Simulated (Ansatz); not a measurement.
Basis-set series for GaH6OPSi, SMILES `OP[SiH2][GaH2]`. Charge 0, multiplicity 1. All single points use the PBE0-D4/def2-TZVP geometry. It is one conformer, not always the lowest.

```csv
functional,basis,functions,energy (Eh),HOMO (eV),LUMO (eV)
PBE0-D4,def2-TZVPP,247,-2634.01088,-6.76,-1.58
PBE0-D4,def2-QZVPP,466,-2634.07910,-6.77,-1.65
ωB97M-V,def2-TZVPP,247,-2634.40749,-8.71,0.19
ωB97M-V,def2-QZVPP,466,-2634.47320,-8.72,0.00
```

(1) Give the rows for def2-SVP. (Estimate.)

Answers

(1) The calculation gave: 
```
functional     basis  functions  energy (Eh)  HOMO (eV)  LUMO (eV)
   PBE0-D4  def2-SVP        112  -2633.44777      -6.75      -1.32
   ωB97M-V  def2-SVP        112  -2633.84243      -8.68       0.54
```

Positive LUMOs are unbound and depend on the basis. Scalar relativity is left out up to krypton.

Program: Ansatz 0.2.0.
